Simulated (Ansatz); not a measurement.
Ansatz (an electronic-structure program) input (CCSD(T)/def2-SVP):

Ansatz 0.2 input:
```yaml
crystal:
  periodic: [false, false, false]
  atoms:
    - {symbol: C, position_ang: [1.86665065, -1.68166282, -0.35064587]}
    - {symbol: Ge, position_ang: [0.10362404, -0.85722969, -0.15829328]}
    - {symbol: C, position_ang: [-1.41202166, -2.07925483, -0.34383308]}
    - {symbol: I, position_ang: [-0.12038096, 0.95960284, -1.93155692]}
    - {symbol: I, position_ang: [-0.02196996, 0.21799495, 2.14900833]}
    - {symbol: H, position_ang: [2.63787478, -0.92425316, -0.23159275]}
    - {symbol: H, position_ang: [1.98723535, -2.44847958, 0.41425215]}
    - {symbol: H, position_ang: [1.94490187, -2.12946200, -1.34108529]}
    - {symbol: H, position_ang: [-2.34143137, -1.52807452, -0.22124619]}
    - {symbol: H, position_ang: [-1.38502919, -2.53326996, -1.33416599]}
    - {symbol: H, position_ang: [-1.34269572, -2.85228755, 0.42117145]}
basis:
  gaussian:
    orbitals: def2-SVP
magnetization: {spin_polarized: false}
correlation: {method: ccsd_t, electrons: outside_noble_gas}
```

Output:

```
Functional definition: HF
integrals: 0.40 GiB planned
1591 factors; integrals over basis functions are off by at most 8.7e-4 eV
1.14 GiB of device memory are held for the factors and their scratch space
mean field: 1.34 GiB planned
mean field evaluation 1: about -74765.7670 eV, gradient 3.0e1 eV
mean field evaluation 2: about -74765.8254 eV, gradient 3.0e1 eV
mean field evaluation 4: about -74768.3772 eV, gradient 3.7e0 eV
mean field evaluation 8: about -74768.4178 eV, gradient 1.5e-4 eV
mean field evaluation 16: about -74768.2997 eV, gradient 3.6e0 eV
mean field -74768.41775103 eV, -2747.6886724966 hartree, gradient 1.6e-6 eV, S^2 0.000000; 0 other end points of the search recorded, 0 dependent functions left out
34 core orbitals not correlated
reference -74768.41775103 eV, -2747.6886724966 hartree; 16, 16 occupied and 92, 92 virtual orbitals, 1591 factors
second order -15.72313866 eV of doubles, -0.00000000 eV of singles
coupled cluster: 2.86 GiB planned
cycle   1  -16.74623059 eV  change    -1.0e0 eV  update   9.0e-2
cycle   2  -17.14615285 eV  change   -4.0e-1 eV  update   2.5e-2
cycle   3  -17.21568808 eV  change   -7.0e-2 eV  update   1.0e-2
cycle   4  -17.21533663 eV  change    3.5e-4 eV  update   2.2e-3
cycle   5  -17.21521232 eV  change    1.2e-4 eV  update   6.7e-4
cycle   6  -17.21515631 eV  change    5.6e-5 eV  update   1.8e-4
cycle   7  -17.21515913 eV  change   -2.8e-6 eV  update   5.8e-5
cycle   8  -17.21517299 eV  change   -1.4e-5 eV  update   2.0e-5
perturbative correction -0.49559107 eV, -0.0182126358 hartree
Total energy: -74786.12851508 eV, -2748.3395310708 hartree
```
